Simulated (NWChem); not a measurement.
## CAgClO in NWChem

```xyz
4

Ag     0.0000     0.0000     0.0231
Cl     0.0000     0.0000    -2.2448
O      0.0000     0.0000     3.1390
C      0.0000     0.0000     1.9941
```
Charge 0, spin multiplicity 1.

Everything below was run with NWChem. All single points use one geometry, from PBE/def2-SVP with def2 effective core potentials on Ag, a minimum by its harmonic frequencies.

Symmetry labels belong to the abelian group C2v used in the runs, with the axes of the coordinates shown; states degenerate in a higher group split over its labels.

Effective core potentials replace the inner electrons of Ag; spin-orbit coupling is left out. The structure started from a generated list of species.

### Question
List the lowest 6 singlet excitations that CIS/def2-SVP with def2 effective core potentials on Ag gives, with oscillator strengths.

### Answer
```tsv
state	symmetry	energy (eV)	wavelength (nm)	f
1	b2	6.57	189	0.094
2	b1	6.57	189	0.094
3	a1	6.64	187	0.000
4	a2	6.64	187	0.000
5	a2	6.65	187	0.000
6	a1	7.10	175	0.074
```
